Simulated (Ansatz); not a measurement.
Reaction (atomization): `C[B-]([PH3+])(Cl)Cl` → B• + C• + 2 Cl• + 6 H• + P•

Program: Ansatz. Geometries: PBE0-D4/def2-TZVP. ΔE: electronic, gas phase. CBS: MP2 limit from def2 TZ/QZ plus the TZ coupled-cluster correction, frozen cores. This one scheme is used for every species, atoms too. DFT in def2-TZVPP. Open shells (•) are unrestricted, without spin–orbit coupling. Spin–orbit coupling would lower the free atoms: a little for B, C, Cl. Each species was taken in one conformer, which may not be the lowest.

CCSD(T)/CBS gives +37.67 eV.

Task: Another level gave +38.07 eV. Which?
A. PBE/def2-TZVPP
B. r2SCANh/def2-TZVPP
C. revPBE-D4/def2-TZVPP
D. BLYP-D4/def2-TZVPP

Result: A. PBE 38.07, BLYP-D4 37.54, revPBE-D4 37.68, r2SCANh 37.79 eV.

Largest T1 diagnostic among the species: 0.014.

In def2-TZVPP, CCSD(T) changes the Hartree–Fock value by +8.55 eV (the triples alone add +0.55 eV) and MP2 by +9.05 eV; breaking electron pairs costs correlation energy, which Hartree–Fock lacks. Leaving LDA and LC-ωPBE aside and taking each functional with its dispersion term where it has one, the values, not all of them listed here, spread over 1.36 eV, from BHLYP-D4 to PBE-D4. LDA lies +4.98 eV from PBE without D4, its usual overbinding. From BLYP to BHLYP (50 % exact exchange), in def2-TZVPP and without D4, ΔE moves by −0.19 eV: exact exchange takes away binding that semilocal exchange gives to molecules.

For atomizations the MP2-based limit and the directly extrapolated one differ by several kJ/mol either way, and by 10 to 25 for some Ge, Se and Sn compounds, so smaller differences from it don't rank the levels.
